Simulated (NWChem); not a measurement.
C2H3Br; SMILES C=CBr

Program: NWChem. All runs use the structure optimised with B3LYP/6-31G* (spherical d).

Problem. Predict the results for TPSS/3-21G. Quantities: highest occupied level (eV); orbital gap (eV); dipole (D).

Solution. 
* **highest occupied level (eV)**: -6.05
* **orbital gap (eV)**: 5.41
* **dipole (D)**: 1.34
